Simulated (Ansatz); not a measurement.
A search over several starts for the lowest SCF solution of Sn₃Bi₂ at the given spin, in a small basis.

```yaml
crystal:
  periodic: [false, false, false]
  atoms:
    - {symbol: Bi, position_ang: [-0.981213, -0.055058, 1.556314]}
    - {symbol: Bi, position_ang: [-1.285809, -0.999039, -1.357611]}
    - {symbol: Sn, position_ang: [-0.655991, 1.857270, -0.865277]}
    - {symbol: Sn, position_ang: [1.781929, 1.015459, 0.528878]}
    - {symbol: Sn, position_ang: [1.141096, -1.818633, 0.137698]}
basis:
  gaussian: {orbitals: def2-SVP, initial_orbitals: start.molden}
magnetization: {spin_polarized: true, initial_magnetization: 2}
hamiltonian: {xc: pbe, dispersion: d4}
output: {orbitals: {seedname: orbitals}}
```

The file start.molden holds the orbitals of an earlier run on this structure, at another level or in another basis.

```sh
$ ansatz run in.yaml --threads 4 --pin off --events-out ev --progress --plain --max-ram 4787MiB
```

It prints (some lines left out):

```
Functional definition: PBE
1425 factors; their error is unknown
mean field evaluation 1: about -29181.8634 eV, gradient 7.1e-2 eV
mean field evaluation 2: about -29181.8230 eV, gradient 3.8e-5 eV
mean field evaluation 4: about -29179.3058 eV, gradient 1.8e1 eV
mean field evaluation 8: about -29181.8618 eV, gradient 4.2e-1 eV
mean field evaluation 16: about -29181.8230 eV, gradient 1.1e-3 eV
mean field evaluation 32: about -29180.2003 eV, gradient 5.2e-3 eV
mean field evaluation 64: about -29180.2278 eV, gradient 6.5e-1 eV
mean field -29181.82299955 eV, -1072.4122150834 hartree, gradient 3.8e-5 eV, S^2 2.004749; 9 other end points of the search recorded, 0 dependent functions left out
reference -29181.82303213 eV, -1072.4122162807 hartree; 57, 55 occupied and 73, 75 virtual orbitals, 1425 factors
Total energy: -29182.28280392 eV, -1072.4291125824 hartree
```

Hardware: 4 threads of Intel Xeon on a shared host. Wall time 41 s.

Other converged states that the search met: 1.25 eV higher (⟨S²⟩ = 2.01), 1.62 eV higher (⟨S²⟩ = 2.01).

In the def2 sets Bi, Sn take a core potential; there is no spin–orbit coupling. At PBE0-D4/def2-TZVP a singlet of charge 0 lies 1.07 eV below the triplet, each at its own geometry. The structure comes from a short search, and lower isomers may exist.
